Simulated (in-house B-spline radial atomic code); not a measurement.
Er IV (Er3+): [Xe] (4f5/2)2 (4f7/2)8 8s1 (an excited or competing configuration)

All numbers are computed (Dirac-Hartree-Fock, average of the jj configuration; Fermi nucleus of rms radius 5.2516 fm) with an all-electron radial atomic-structure program (B-spline basis), not measured.

Effective charges: Z_r = [3n² - l(l+1)]/(2<r>) from the radius, Z_e = n√(-2ε) from the energy, and Slater's rules. Values are occupation-weighted means over j. An effective charge above Z reflects the relativistic contraction of the inner shells.

```json
{"shell": "1s", "electrons": "2", "ε (eV)": "-57882", "<r> (bohr)": "0.02037", "Z_r": "73.65", "Z_e": "65.22", "Slater": "67.70"}
{"shell": "2s", "electrons": "2", "ε (eV)": "-9893.1", "<r> (bohr)": "0.08583", "Z_r": "69.91", "Z_e": "53.93", "Slater": "63.85"}
{"shell": "2p", "electrons": "6", "ε (eV)": "-8790.1", "<r> (bohr)": "0.07638", "Z_r": "65.46", "Z_e": "50.84", "Slater": "63.85"}
{"shell": "3s", "electrons": "2", "ε (eV)": "-2313.8", "<r> (bohr)": "0.2242", "Z_r": "60.20", "Z_e": "39.12", "Slater": "56.75"}
{"shell": "3p", "electrons": "6", "ε (eV)": "-1968", "<r> (bohr)": "0.2233", "Z_r": "55.97", "Z_e": "36.08", "Slater": "56.75"}
{"shell": "3d", "electrons": "10", "ε (eV)": "-1514.7", "<r> (bohr)": "0.2037", "Z_r": "51.55", "Z_e": "31.65", "Slater": "46.85"}
{"shell": "4s", "electrons": "2", "ε (eV)": "-525.78", "<r> (bohr)": "0.5072", "Z_r": "47.32", "Z_e": "24.87", "Slater": "40.25"}
{"shell": "4p", "electrons": "6", "ε (eV)": "-408.26", "<r> (bohr)": "0.5362", "Z_r": "42.90", "Z_e": "21.91", "Slater": "40.25"}
{"shell": "4d", "electrons": "10", "ε (eV)": "-243.07", "<r> (bohr)": "0.5809", "Z_r": "36.15", "Z_e": "16.91", "Slater": "28.85"}
{"shell": "5s", "electrons": "2", "ε (eV)": "-107.76", "<r> (bohr)": "1.221", "Z_r": "30.70", "Z_e": "14.07", "Slater": "13.75"}
{"shell": "5p", "electrons": "6", "ε (eV)": "-75.023", "<r> (bohr)": "1.391", "Z_r": "26.24", "Z_e": "11.74", "Slater": "13.75"}
{"shell": "4f", "electrons": "10", "ε (eV)": "-65.667", "<r> (bohr)": "0.7131", "Z_r": "25.24", "Z_e": "8.79", "Slater": "18.85"}
{"shell": "8s", "electrons": "1", "ε (eV)": "-9.4137", "<r> (bohr)": "8.746", "Z_r": "10.98", "Z_e": "6.65", "Slater": "4.00"}
```

The least bound orbital is 8s1/2 at -9.414 eV, and it is also the most diffuse (<r> = 8.746 bohr).

For the 1s electron the small component carries 6.48 % of the norm, the zero-frequency Breit interaction raises the level by 184 eV, self-energy by 112 eV, and vacuum polarisation lowers it by 19.37 eV.
